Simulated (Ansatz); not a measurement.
Ansatz (an electronic-structure program) input (HF/aug-cc-pV(Q+d)Z):
A basis named .json is the Basis Set Exchange file of that set.

Ansatz 0.2 input:
```yaml
crystal:
  periodic: [false, false, false]
  atoms:
    - {symbol: F, position_ang: [1.60460585, -1.59229697, -0.20084825]}
    - {symbol: Si, position_ang: [1.16189289, -0.08528954, -0.02963079]}
    - {symbol: F, position_ang: [1.74973718, 0.74525983, -1.23835261]}
    - {symbol: F, position_ang: [1.79439965, 0.46909018, 1.30789675]}
    - {symbol: Si, position_ang: [-1.16189289, 0.08528954, 0.02963079]}
    - {symbol: F, position_ang: [-1.60440292, 1.59097299, 0.21261664]}
    - {symbol: F, position_ang: [-1.79372608, -0.45826263, -1.31265065]}
    - {symbol: F, position_ang: [-1.75061368, -0.75476339, 1.23133811]}
basis:
  gaussian:
    orbitals: aug-cc-pV_Q+d_Z.json
hamiltonian:
  xc: hf
```

Output:

```
Functional definition: HF
integrals: 1.93 GiB planned
2730 factors; their error is unknown
7.97 GiB of device memory are held for the factors and their scratch space
mean field: 8.80 GiB planned
mean field evaluation 1: about -31975.0839 eV, gradient 6.0e1 eV
mean field evaluation 2: about -31978.7120 eV, gradient 4.0e1 eV
mean field evaluation 4: about -31980.6503 eV, gradient 6.1e-1 eV
mean field evaluation 8: about -31980.7733 eV, gradient 4.6e-1 eV
mean field -31980.77346175 eV, -1175.2717473724 hartree, gradient 1.8e-5 eV, S^2 0.000000; 0 other end points of the search recorded, 0 dependent functions left out
reference -31980.77346175 eV, -1175.2717473724 hartree; 41, 41 occupied and 617, 617 virtual orbitals, 2730 factors
Total energy: -31980.77346175 eV, -1175.2717473724 hartree
```
